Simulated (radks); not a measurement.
These are the eigenvalues of the occupied orbitals of an atom or ion with whole-number occupations (Ry). All-electron calculation, scalar-relativistic Kohn-Sham, PBE, spin-polarised, spherical densities, point nucleus. Program: a radial shooting solver on a logarithmic mesh with Libxc functionals.

1s: -325.5862
2s: -37.30295
2p: -30.97291
3s: -6.35248
3p: -4.74820

Which element is it, and in what charge state? The configuration may be excited. Open shells, if any, are filled with parallel spins first.

Answer. Z = 21, scandium, charge +3: Sc3+ in [Ar]. The list shows which subshells hold electrons but not how many an open one holds; the 1s level, -162.79 hartree, gives Z - s = 18.0 by -(Z - s)^2/2, which with screening and relativity narrows Z to a few neighbours, and the depths of the outer levels then fix element, charge and occupations together.
